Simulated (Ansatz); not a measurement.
Program: Ansatz. Geometries: PBE0-D4/def2-TZVP. ΔE: electronic, gas phase. CCSD(T)/CBS is the MP2 limit (def2-TZVPP, def2-QZVPP) plus CCSD(T) − MP2 in def2-TZVPP, frozen cores. This one scheme is used for every species. DFT in def2-TZVPP. B3LYP here is the variant with VWN-RPA as its local correlation; programs differ in this. One conformer a species, not always the lowest.

Reaction (redistribution): `F[SiH](F)N[SiH](Cl)Cl` + `C[SiH](F)C#N` → `N#C[SiH](F)F` + `C[SiH](F)N[SiH](Cl)Cl`

`F[SiH](F)N[SiH](Cl)Cl`:

```xyz
10

F    -0.253   -2.400    0.425
Si   -0.719   -1.255   -0.564
F    -2.276   -1.441   -0.802
N    -0.545    0.289    0.145
Si    0.866    1.137    0.593
Cl    0.921    2.968   -0.307
Cl    2.441   -0.001   -0.025
H     0.001   -1.440   -1.828
H    -1.421    0.766    0.320
H     0.984    1.377    2.041
```

`C[SiH](F)C#N`:

Cartesian coordinates in Å:
```
C -0.479 -0.539 -1.025
Si 0.489 0.539 0.110
F 0.053 2.063 -0.042
C 0.122 0.063 1.863
N -0.104 -0.278 2.940
H -0.287 -0.270 -2.066
H -0.195 -1.585 -0.882
H -1.550 -0.445 -0.831
H 1.952 0.452 -0.066
```

`N#C[SiH](F)F`:

```xyz
6

N     1.027   -0.205    2.195
C     0.527   -0.111    1.162
Si   -0.197    0.056   -0.519
F    -1.303    1.174   -0.447
F    -0.876   -1.317   -0.879
H     0.822    0.403   -1.512
```

`C[SiH](F)N[SiH](Cl)Cl`:

Cartesian coordinates in Å:
```
C 0.736 -1.062 1.277
Si -0.542 -1.229 -0.047
F -1.960 -1.487 0.651
N -0.605 0.206 -1.000
Si -0.031 1.765 -0.637
Cl -1.014 3.107 -1.819
Cl 1.976 1.966 -1.002
H 0.764 -1.966 1.889
H 1.728 -0.909 0.845
H 0.517 -0.220 1.939
H -0.329 -2.380 -0.955
H -1.008 0.107 -1.923
H -0.232 2.102 0.782
```

Problem. Is it downhill or uphill in electronic energy at CCSD(T)/CBS, and by how much? (An estimate is asked.)

Solution. The calculation gave: Uphill: ΔE = +13.8 kJ/mol.

Problem. What do these levels give: PBE-D4, r2SCAN-D4, B3LYP-D4, ωB97X-V, r2SCAN, HF/def2-TZVPP, CCSD/def2-TZVPP, CCSD(T)/def2-TZVPP, HF/def2-QZVPP, SCS-MP2/def2-QZVPP, MP2/CBS(def2), CCSD/CBS(def2)? (Best estimate.)

Solution. The calculation gave: PBE-D4 13.1, r2SCAN-D4 15.4, B3LYP-D4 13.9, ωB97X-V 14.7, r2SCAN 16.1, HF/def2-TZVPP 18.8, CCSD/def2-TZVPP 14.0, CCSD(T)/def2-TZVPP 13.1, HF/def2-QZVPP 18.9, SCS-MP2/def2-QZVPP 13.4, MP2/CBS(def2) 13.3, CCSD/CBS(def2) 14.7 kJ/mol.

Largest T1 diagnostic among the species: 0.013.

In def2-TZVPP, CCSD(T) changes the Hartree–Fock value by −5.7 kJ/mol (the triples alone add −0.9 kJ/mol) and MP2 by −6.1 kJ/mol.
